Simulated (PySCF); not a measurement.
Species: C2H6ClSi4 (doublet state).
Cartesian coordinates in Å at the GFN2-xTB level; atoms count from 1:
```xyz
13
C2H6ClSi4 angstrom
C      3.3013   -1.0740   -0.3350
C      2.3580   -0.3275   -0.3614
Si     0.8748    0.7769   -0.4286
Si    -1.0627   -0.3616   -1.1465
Si    -2.0634   -0.2579    0.9693
Si    -0.1088    0.8399    1.7426
Cl    -0.5246    2.7979    2.3516
H      4.1328   -1.7190   -0.3090
H      1.3675    1.9061   -1.2400
H     -0.8284   -1.7003   -1.6914
H     -1.7897    0.3472   -2.2059
H     -2.2490   -1.5532    1.6387
H     -3.4121    0.3260    0.9978
```

As a line formula: `C#C[Si@H]1[SiH2][SiH2][Si]1Cl` [radical].

Level of theory: PySCF 2.14.0, UKS B3LYP, pcH-1 on C Cl H Si, non-relativistic, mean-field spin-orbit, GIAO. Geometry: GFN2-xTB; no solvent, vibrations or thermal averaging. The geometry wasn't refined by DFT: couplings that depend on bond lengths, twists or pyramidal angles can differ widely from those at the functional's own minimum, by a factor of two or more for some ions and for spin on atoms past the first row. Stability of the SCF solution: not tested.

(1) Match the computed a_iso(29Si) values -419.2, -74.1, -43.9, -34.9 MHz with the sites Si3; Si4; Si5; Si6.

Answers

(1) 
```tsv
site	a_iso (MHz)	ρ(0) (bohr⁻³)	position	distance from Si6 (Å)	spin population	largest |T| (MHz)
Si3	-34.9	+0.0394	1 bond from Si6	2.38	+0.06	22.7
Si4	-74.1	+0.0834	2 bonds from Si6	3.27	+0.03	7.4
Si5	-43.9	+0.0494	1 bond from Si6	2.37	+0.05	21.8
Si6	-419.2	+0.4721	largest spin population	0.00	+0.75	146.1
```

ρ(0) is the spin density at the nucleus and T the dipolar tensor; a_iso includes a spin–orbit part. Largest spin populations (Mulliken): Si6 (+0.75) and Cl7 (+0.07). No atom but Si6 exceeds +0.15. The angles at Si6 add up to 315.0°, so it is pyramidal.

Time: 1.7 min of wall time (with the writing of density and orbital grids); peak memory 1.0 GiB. Hardware: one thread, Arm Neoverse V2 (aarch64) (shared host).
